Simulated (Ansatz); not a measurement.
Ansatz (a program for electronic structure) input (B2PLYP/def2-TZVPD):

Ansatz 0.2 input:
```yaml
crystal:
  periodic: [false, false, false]
  atoms:
    - {symbol: C, position_ang: [-3.01133968, -0.36314930, -0.18805990]}
    - {symbol: O, position_ang: [-1.91370037, 0.46661428, 0.21245495]}
    - {symbol: B, position_ang: [-0.62523371, 0.18616719, 0.08546198]}
    - {symbol: I, position_ang: [0.78760724, 1.64465408, 0.78684586]}
    - {symbol: I, position_ang: [0.08729840, -1.65980935, -0.78964452]}
    - {symbol: H, position_ang: [-3.91894759, 0.17810794, 0.06500327]}
    - {symbol: H, position_ang: [-2.97767401, -1.31216012, 0.34548929]}
    - {symbol: H, position_ang: [-2.96956775, -0.54757298, -1.26075402]}
basis:
  gaussian:
    orbitals: def2-TZVPD
hamiltonian:
  xc: {name: B2PLYP}
magnetization: {spin_polarized: false}
correlation: {electrons: outside_noble_gas}
```

End of the output:

```
integrals: 0.59 GiB planned
2010 factors; integrals over basis functions are off by at most 1.0e-3 eV
0.41 GiB of the device are held for the grids
1.86 GiB of device memory are held for the factors and their scratch space
mean field: 1.94 GiB planned
mean field evaluation 1: about -19987.0716 eV, gradient 4.1e1 eV
mean field evaluation 2: about -19987.3024 eV, gradient 4.1e1 eV
mean field evaluation 4: about -19990.4111 eV, gradient 5.8e0 eV
mean field evaluation 8: about -19990.4770 eV, gradient 3.8e-1 eV
mean field evaluation 16: about -19990.4773 eV, gradient 3.2e-4 eV
mean field -19990.47726786 eV, -734.6364895618 hartree, gradient 1.0e-6 eV, S^2 0.000000; 0 other end points of the search recorded, 0 dependent functions left out
21 core orbitals not correlated
reference -19990.47744347 eV, -734.6364960154 hartree; 15, 15 occupied and 223, 223 virtual orbitals, 2010 factors
second order -25.90627410 eV of doubles, -0.00000000 eV of singles
Total energy: -19997.47213748 eV, -734.8935462790 hartree
```
